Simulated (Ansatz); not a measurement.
All numbers were calculated with Ansatz.

Basis-set series for AlClH₅NOSi, SMILES `N[SiH](Cl)[AlH][OH]`. Total charge 0; spin multiplicity 1. The geometry is a stationary point of PBE0-D4/def2-TZVP. It is one conformer, not always the lowest.

| functional | basis | functions | energy (Eh) | HOMO (eV) | LUMO (eV) |
| --- | --- | --- | --- | --- | --- |
| PBE0-D4 | def2-TZVPP | 258 | -1124.80934 | -7.36 | -1.40 |
| PBE0-D4 | def2-QZVPP | 474 | -1124.84863 | -7.40 | -1.46 |
| ωB97M-V | def2-TZVPP | 258 | -1125.22864 | -9.38 | 0.26 |
| ωB97M-V | def2-QZVPP | 474 | -1125.26621 | -9.43 | 0.08 |

**Question.** Give the rows for def2-SVP. (Estimate.)

**Answer.** The calculation gave: 
```tsv
functional	basis	functions	energy (Eh)	HOMO (eV)	LUMO (eV)
PBE0-D4	def2-SVP	107	-1124.29180	-7.22	-1.21
ωB97M-V	def2-SVP	107	-1124.70828	-9.20	0.53
```

Positive LUMOs are unbound and depend on the basis.
